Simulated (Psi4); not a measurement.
ClTl, triplet, at a GFN2-xTB geometry (such geometries of metal compounds can be far from the true shape) (a higher spin typed on purpose: for a closed-shell molecule this is an excited state) (core potentials on Tl); SVWN/def2-TZVP run with Psi4 1.11.

The Psi4 input:
```
memory 2 GB

molecule {
0 3
  Tl   -0.00000000   -0.00000000   -0.52953298
  Cl    0.00000000    0.00000000    2.52306893
}

set basis def2-tzvp
set reference uks
set damping_percentage 20

energy('svwn')
print_variables()
```

### Question
Predict the main parts of the log of this Psi4 run.

### Answer

```
   => Loading Basis Set <=

    Name: DEF2-TZVP
    Role: ORBITAL
    Keyword: BASIS

    !!!  WARNING: ECP capability is in beta. Please check occupations closely.  !!!

         ---------------------------------------------------------
                                   SCF
               by Justin Turney, Rob Parrish, Andy Simmonett
                          and Daniel G. A. Smith
                              UKS Reference
         ---------------------------------------------------------

  ==> Geometry <==

    Molecular point group: c2v
    Full point group: C_inf_v

    Geometry (in Angstrom), charge = 0, multiplicity = 3:

       Center              X                  Y                   Z               Mass
    ------------   -----------------  -----------------  -----------------  -----------------
         TL           0.000000000000     0.000000000000    -0.444880082798   204.974427800000
         CL           0.000000000000     0.000000000000     2.607721827202    34.968852682000

  Running in c2v symmetry.

  Rotational constants: A = ************  B =      0.06056  C =      0.06056 [cm^-1]
  Rotational constants: A = ************  B =   1815.53398  C =   1815.53398 [MHz]
  Nuclear repulsion =   61.886963901293640

  Charge       = 0
  Multiplicity = 3
  Electrons    = 38
  Nalpha       = 20
  Nbeta        = 18

  ==> Algorithm <==

  SCF Algorithm Type is DF.
  DIIS enabled.
  MOM disabled.
  Fractional occupation disabled.
  Guess Type is SAD.
  Energy threshold   = 1.00e-06
  Density threshold  = 1.00e-06
  Integral threshold = 1.00e-12

  ==> Primary Basis <==

  Basis Set: DEF2-TZVP
    Blend: DEF2-TZVP
    Number of shells: 29
    Number of basis functions: 87
    Number of Cartesian functions: 101
    Spherical Harmonics?: true
    Max angular momentum: 3

  Core potential: DEF2-TZVP
    Number of shells: 4
    Number of ECP primitives: 26
    Number of ECP core electrons: 60
    Max angular momentum: 3

  ==> DFT Potential <==

   => LibXC <=

    Version 7.1.2
    S. Lehtola, C. Steigemann, M. J. T. Oliveira, and M. A. L. Marques,  SoftwareX 7, 1–5 (2018) (10.1016/j.softx.2017.11.002)

   => Composite Functional: SVWN <=

    Slater exchange
    Vosko, Wilk & Nusair (VWN5_RPA)
    P. A. M. Dirac,  Math. Proc. Cambridge Philos. Soc. 26, 376 (1930) (10.1017/S0305004100016108)
    F. Bloch,  Z. Phys. 57, 545 (1929) (10.1007/BF01340281)
    S. H. Vosko, L. Wilk, and M. Nusair,  Can. J. Phys. 58, 1200 (1980) (10.1139/p80-159)

[...]
    Occupation by irrep:
             A1    A2    B1    B2
    DOCC [    10,    1,    4,    3 ]
    SOCC [     0,    0,    0,    2 ]
    NA   [    10,    1,    4,    5 ]
    NB   [    10,    1,    4,    3 ]

   @DF-UKS iter  95:  -631.63980120280257    3.73382e-03   3.00478e-03 ADIIS/DIIS/DAMP=20%
   @DF-UKS iter  96:  -631.65792897084998   -1.81278e-02   2.71462e-03 ADIIS/DIIS/DAMP=20%
   @DF-UKS iter  97:  -631.65796174583477   -3.27750e-05   2.66582e-03 ADIIS/DIIS/DAMP=20%
   @DF-UKS iter  98:  -631.66190737796524   -3.94563e-03   2.66189e-03 ADIIS/DIIS/DAMP=20%
   @DF-UKS iter  99:  -631.65858202631716    3.32535e-03   2.65463e-03 ADIIS/DIIS/DAMP=20%
    Occupation by irrep:
             A1    A2    B1    B2
    DOCC [    10,    1,    3,    4 ]
    SOCC [     0,    0,    1,    1 ]
    NA   [    10,    1,    4,    5 ]
    NB   [    10,    1,    3,    4 ]

   @DF-UKS iter 100:  -631.66037202353755   -1.79000e-03   2.62889e-03 ADIIS/DIIS/DAMP=20%

PsiException: Could not converge SCF iterations in 100 iterations.

  Failed to converge.

Traceback (most recent call last):
  File "psi4", line 375, in <module>
  File "<string>", line 24, in <module>
  File "site-packages/psi4/driver/driver.py", line 533, in energy
  File "site-packages/psi4/driver/procrouting/proc.py", line 2760, in run_scf
  File "site-packages/psi4/driver/procrouting/proc.py", line 2047, in scf_helper
  File "site-packages/psi4/driver/procrouting/scf_proc/scf_iterator.py", line 93, in scf_compute_energy
  File "site-packages/psi4/driver/procrouting/scf_proc/scf_iterator.py", line 86, in scf_compute_energy
  File "site-packages/psi4/driver/procrouting/scf_proc/scf_iterator.py", line 609, in scf_iterate

psi4.driver.p4util.exceptions.SCFConvergenceError: Could not converge SCF iterations in 100 iterations.

Printing out the relevant lines from the Psithon --> Python processed input file:
    """)
    core.IO.set_default_namespace("")
    core.set_global_option("BASIS", "def2-tzvp")
    core.set_global_option("REFERENCE", "uks")
    core.set_global_option("DAMPING_PERCENTAGE", 20)
--> energy('svwn')
    print_variables()

!-------------------------------------------------------!
!                                                       !
!  Could not converge SCF iterations in 100 iterations. !
!                                                       !
!-------------------------------------------------------!
```

The run did not converge; its last values are not results.
